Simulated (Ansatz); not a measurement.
Two isomers of C2H6BN: A = `BC(C)=N`, B = `BNC=C`.

Program: Ansatz. Geometries: PBE0-D4/def2-TZVP. ΔE: electronic, gas phase. CCSD(T)/CBS is the MP2 limit (def2-TZVPP, def2-QZVPP) plus CCSD(T) − MP2 in def2-TZVPP, frozen cores. Functionals use def2-TZVPP. Each species was taken in one conformer, which may not be the lowest.

Which is lower in electronic energy at CCSD(T)/CBS, and by how much? (An estimate is asked.)

Computed: B, by 143.8 kJ/mol.

Give E(B) − E(A) in kJ/mol with CCSD(T)/def2-SVP, PBE0-D4, MP2/def2-TZVPP, B2PLYP, ωB97M-V, PBE-D4, CCSD/def2-TZVPP. (Estimate.)

The calculation gave: CCSD(T)/def2-SVP -150.1, PBE0-D4 -146.3, MP2/def2-TZVPP -145.9, B2PLYP -146.4, ωB97M-V -145.9, PBE-D4 -141.4, CCSD/def2-TZVPP -142.9. None reverses the order clearly.

Does the order hold for the free energy at 298.15 K (harmonic terms from PBE0-D4)? (Estimate.)

The calculation gave: Yes: G(B) − G(A) = -133.1 kJ/mol, for one conformer each.

Largest T1 diagnostic: 0.015.

At CCSD(T), def2-SVP lies −6.4 kJ/mol from the extrapolated value and def2-TZVPP +1.9 kJ/mol. From r2SCAN to r2SCAN0 (25 % exact exchange), in def2-TZVPP and without D4, E(B) − E(A) moves by −4.7 kJ/mol.
